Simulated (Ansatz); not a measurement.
Basis-set extrapolation for C5H12O2, SMILES `CCCC(O)CO` (PBE0-D4/def2-TZVP geometry, frozen core, Ansatz 0.2.0). Multiplicity 1, RHF reference.

```
                      def2-TZVPP   def2-QZVPP
                 HF  -346.185225  -346.201450
    MP2 correlation    -1.356897    -1.451011
CCSD(T) correlation    -1.467921      not run
```

Energies in hartree. Use E(X) = E(∞) + A·exp(−7.88·√X) for Hartree–Fock and E(X) = E(∞) + B·X^(−2.97) for correlation, with X = 3 and 4, and add CCSD(T) minus MP2 of the smaller set to the MP2 limit.

Question: What is the CCSD(T) energy at the basis-set limit?

Answer: HF limit: -346.201450 + (-0.016225) × 0.13774 = -346.20368. MP2 limit: -1.451011 + (-0.094114) × 0.74074 = -1.52073. Higher-order term: -1.467921 − (-1.356897) = -0.11102. Total: -347.83543 hartree, 478.6 kJ/mol below CCSD(T)/def2-TZVPP.
